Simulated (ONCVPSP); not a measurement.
## Transferability test, ONCV potential for S

ONCVPSP 4.0.1 input, shortened (lines: element, Z, core and valence counts, functional; n l f; lmax; l rc ep ncon nbas qcut; lloc lpopt rc5 dvloc0; l nproj debl; icmod fcfact rcfact), PBE, non-relativistic:

```
  S 16.00    3    2        4      upf
    1    0    2.00
    2    0    2.00
    2    1    6.00
    3    0    2.00
    3    1    4.00
    2
    0    1.60    0.00    5    8    4.50
    1    1.70    0.00    4    8    4.70
    2    1.70    0.16    4    8    5.80
    4    5    1.25    3.00
    0    2    3.30
    1    2    1.30
    2    2    2.10
    3    2.00    1.64
```

Energies are relative to the spin-unpolarised reference configuration 3s2 3p4; without spin polarisation the order of configurations can differ from experiment.

Task: Give the all-electron excitation energy and the error of the potential for: 3s2 3p3; 3s2 3p2; 3s2 3p1; 3s2 3p3.5.

Result:

```
valence configuration  charge  ΔE all-electron (eV)  error AE − PS (meV)
              3s2 3p3      +1                11.782                 +0.9
              3s2 3p2      +2                34.078                 +4.3
              3s2 3p1      +3                68.128                 +8.3
            3s2 3p3.5    +0.5                 4.667                 +0.2
```
